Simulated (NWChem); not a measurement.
# PbH2O2, singlet; SMILES [OH][Pb][OH]

```xyz
5

Pb     0.2957     0.0260     0.0000
O     -1.1729     1.5179     0.0000
H     -2.0413     1.0902     0.0000
O     -1.2172    -1.4495     0.0000
H     -0.8964    -2.3590     0.0000
```
Atoms are numbered in this order, from 1.

Level: PBE0/def2-SVP with def2 effective core potentials on Pb (NWChem), optimised geometry, unscaled harmonic frequencies. Low-valent species are run as closed-shell singlets; no triplet was tried in these runs. def2 effective core potentials on Pb; no spin-orbit coupling.

### Question
List the harmonic frequencies with IR intensities, and the thermochemistry.

### Answer
```
frequency (cm⁻¹)  IR intensity (km/mol)
----------------  ---------------------
146                                10.2
331                               127.3
465                               108.0
540                                94.5
565                                74.2
692                                74.1
782                                52.4
3843                               57.8
3885                               44.4
```

```yaml
zero_point_energy: 16.1 kcal/mol
thermal correction to the enthalpy at 298.15 K (with zero-point energy): 19.6 kcal/mol
heat capacity Cv: 14.6 cal/(mol K)
entropy at 298.15 K and 1 atm (symmetry number 1): 73.7 cal/(mol K)
```

Rigid rotor and harmonic oscillator.
